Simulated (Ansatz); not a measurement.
**Molecular dynamics, step by step**

BNH₃ClF₂, singlet, B3LYP-D4/cc-pVDZ (Ansatz 0.2.0). Settings (timestep in fs, temperature in K, friction in 1/fs; T counts 24 degrees of freedom, while the starting velocities carry no drift of the centre of mass, so T starts below the set value):

```yaml
hamiltonian: {xc: {name: B3LYP}, dispersion: d4}
md: {n_steps: 60, timestep: 0.5, temperature: 300, ensemble: nvt_langevin, seed: 404, friction: 0.002, initial_velocities: maxwell_boltzmann}
```

Start, the saddle point found with PBE0-D4 in triple zeta (not stationary at another level):

B1  (-0.412, 0.649, -0.306)
Cl2  (1.257, -0.740, -1.635)
F3  (-1.540, 0.444, -0.946)
F4  (0.153, 1.834, -0.274)
H5  (0.749, -0.850, -0.128)
N6  (-0.001, -0.355, 0.735)
H7  (-0.723, -1.000, 1.031)
H8  (0.516, 0.018, 1.523)
(Å)

| step | time (fs) | potential energy less the start (meV) | kinetic energy (meV) | T (K) |
| --- | --- | --- | --- | --- |
| 0 | 0.00 | 0.0 | 271.4 | 262 |
| 4 | 2.00 | 18.3 | 260.6 | 252 |
| 8 | 4.00 | 52.8 | 211.5 | 205 |
| 12 | 6.00 | 69.1 | 190.1 | 184 |
| 16 | 8.00 | 67.6 | 195.7 | 189 |
| 20 | 10.00 | 53.5 | 203.0 | 196 |
| 24 | 12.00 | 55.6 | 208.5 | 202 |
| 28 | 14.00 | 60.5 | 214.4 | 207 |
| 32 | 16.00 | 13.3 | 279.1 | 270 |
| 36 | 18.00 | -30.5 | 330.2 | 319 |
| 40 | 20.00 | -52.5 | 367.7 | 356 |
| 44 | 22.00 | -98.9 | 397.7 | 385 |
| 48 | 24.00 | -175.9 | 485.2 | 469 |
| 52 | 26.00 | -211.7 | 550.1 | 532 |
| 56 | 28.00 | -230.0 | 583.9 | 565 |
| 60 | 30.00 | -321.0 | 665.0 | 643 |

Step 8, positions (Å) and forces (eV/Å):

```
atom       x       y       z      Fx      Fy      Fz
  B1  -0.434   0.657  -0.290   0.952   0.385   0.798
 Cl2   1.263  -0.738  -1.627   0.476  -0.191  -0.634
  F3  -1.529   0.439  -0.936  -1.477  -0.123  -0.972
  F4   0.152   1.848  -0.271   0.002  -0.008   0.043
  H5   0.776  -0.847  -0.184   0.045  -0.144  -0.257
  N6  -0.018  -0.368   0.691   0.349  -0.252   1.608
  H7  -0.695  -1.077   0.992   0.007   0.302  -0.202
  H8   0.553  -0.064   1.495  -0.353   0.030  -0.385
```

Step 24, positions (Å) and forces (eV/Å):

```
atom       x       y       z      Fx      Fy      Fz
  B1  -0.448   0.683  -0.225  -0.519  -0.269   0.146
 Cl2   1.282  -0.739  -1.619   1.456  -0.322  -2.505
  F3  -1.540   0.435  -0.938  -0.303   0.409  -0.362
  F4   0.150   1.869  -0.258  -0.077  -0.213   0.154
  H5   0.861  -0.899  -0.371  -0.167  -0.257   0.592
  N6  -0.050  -0.397   0.645   0.137   0.769   1.950
  H7  -0.718  -1.132   0.847  -0.189   0.050   0.128
  H8   0.555  -0.160   1.439  -0.338  -0.167  -0.102
```

Step 36, positions (Å) and forces (eV/Å):

```tsv
atom	x	y	z	Fx	Fy	Fz
B1	-0.473	0.695	-0.175	-0.745	-0.209	-0.958
Cl2	1.312	-0.747	-1.635	0.981	-0.511	-1.224
F3	-1.559	0.433	-0.951	0.667	0.691	0.488
F4	0.150	1.880	-0.242	-0.429	-0.644	0.299
H5	0.878	-1.035	-0.386	0.045	0.243	-0.358
N6	-0.082	-0.406	0.659	-0.492	0.629	0.798
H7	-0.798	-1.111	0.769	-0.177	-0.176	0.370
H8	0.483	-0.229	1.471	0.150	-0.023	0.585
```

Last step (60):

B1  (-0.558, 0.701, -0.133)
Cl2  (1.401, -0.772, -1.704)
F3  (-1.581, 0.463, -0.950)
F4  (0.130, 1.856, -0.189)
H5  (0.880, -1.107, -0.559)
N6  (-0.201, -0.384, 0.767)
H7  (-0.965, -1.041, 0.866)
H8  (0.280, -0.309, 1.662)
(Å)

The run took about 58 s on 4 CPU threads of an Arm Neoverse V2 (shared host).
